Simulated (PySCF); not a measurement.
# MSi cations for M along group 15

PBE0 with double-zeta basis sets in PySCF, for the lowest determinant that a PBE0 search found; no spin–orbit coupling. De refers to high-spin ground-configuration atoms (the charge goes to the atom of lower measured ionisation energy or higher electron affinity, which is not always the lowest computed limit). A positive dipole points towards Si; it is taken about the centre of mass and depends on that origin.

```json
{"M": "N", "basis": "def2-SVP", "charged atom": "Si+", "state (unpaired electrons)": "triplet (π ↑↑)", "Re (Å)": "1.801", "ωe (cm⁻¹)": "787", "De (eV)": "2.55", "μ (D)": "2.68"}
{"M": "P", "basis": "x2c-SVPall", "charged atom": "Si+", "state (unpaired electrons)": "triplet (π ↑↑)", "Re (Å)": "2.233", "ωe (cm⁻¹)": "505", "De (eV)": "2.93", "μ (D)": "1.87"}
{"M": "As", "basis": "cc-pV(D+d)Z/cc-pVDZ-PP", "charged atom": "Si+", "state (unpaired electrons)": "triplet (π ↑↑)", "Re (Å)": "2.329", "ωe (cm⁻¹)": "406", "De (eV)": "2.96", "μ (D)": "3.36"}
{"M": "Sb", "basis": "def2-SVP", "charged atom": "Si+", "state (unpaired electrons)": "triplet (π ↑↑)", "Re (Å)": "2.533", "ωe (cm⁻¹)": "354", "De (eV)": "2.93", "μ (D)": "3.31"}
{"M": "Bi", "basis": "def2-SVP", "charged atom": "Bi+", "state (unpaired electrons)": "triplet (π ↑↑)", "Re (Å)": "2.612", "ωe (cm⁻¹)": "326", "De (eV)": "n/a", "μ (D)": "3.56"}
```

Question: By what factor does the bond length vary along the series?

Answer: At PBE0 it runs from 1.801 Å (SiN⁺) to 2.533 Å (SiSb⁺), a factor of 1.41.

The rows differ in basis set, which adds steps of its own.

Down a group the atoms grow and get heavier, so bonds lengthen and wavenumbers fall; this series shows no clear exception.

Spin–orbit coupling is left out, which matters for elements this heavy, above all for dissociation energies. For an ion De counts to the pair picked by the measured ionisation energies or electron affinities, which need not be the lowest pair at this level. States were picked by a PBE0 search and need not be the measured ground states.
